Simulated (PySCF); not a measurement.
Ta(O)(F)(OH)2 (FH2O3Ta), SMILES [O]=[Ta]([OH])([OH])[F], multiplicity 1.

Coordinates come from a B3LYP-D3(BJ)/def2-SVP optimisation. The multiplicity is an assumed one; no other spin state was optimised. The structure was generated by enumeration; whether it is a known compound was not checked. The def2 effective core potentials stand for the cores of Ta; spin–orbit coupling is left out. Other conformers were not sampled.

Computed with TDDFT-PBE/def2-SVPD run with PySCF 2.14.0.

Vertical excitations.  State labels are in the subgroup Cs.

```
state  symmetry  energy (eV)  λ (nm)      f                                                              main pairs
-----  --------  -----------  ------  -----  ----------------------------------------------------------------------
S1           A"         6.33     196  0.001                                                          HOMO→LUMO 92 %
S2           A'         6.53     190  0.004                                      HOMO−1→LUMO 51 %, HOMO→LUMO+1 43 %
S3           A"         6.56     189  0.001                                                        HOMO−2→LUMO 91 %
S4           A"         6.57     189  0.001                                                      HOMO−1→LUMO+1 89 %
S5           A'         6.60     188  0.006                  HOMO−3→LUMO 44 %, HOMO−2→LUMO+1 37 %, HOMO→LUMO+1 15 %
S6           A'         6.64     187  0.002                  HOMO−2→LUMO+1 60 %, HOMO−3→LUMO 21 %, HOMO→LUMO+1 11 %
S7           A'         6.70     185  0.004                    HOMO→LUMO+2 62 %, HOMO−3→LUMO 15 %, HOMO−1→LUMO 12 %
S8           A'         6.78     183  0.021  HOMO→LUMO+2 35 %, HOMO−1→LUMO 19 %, HOMO→LUMO+1 16 %, HOMO−3→LUMO 13 %
S9           A"         6.82     182  0.003                                                      HOMO−1→LUMO+2 95 %
S10          A'         6.87     180  0.001                                                      HOMO−2→LUMO+2 99 %
T1           A'         5.86     211      0                                      HOMO−1→LUMO 57 %, HOMO→LUMO+1 29 %
T2           A"         6.04     205      0                                      HOMO→LUMO 78 %, HOMO−1→LUMO+1 13 %
T3           A'         6.08     204      0                                      HOMO→LUMO+1 62 %, HOMO−1→LUMO 32 %
T4           A"         6.19     200      0                                                        HOMO−2→LUMO 93 %
```
Triplets are in the Tamm–Dancoff approximation, which puts them higher than full response would, so one can lie above its singlet here.
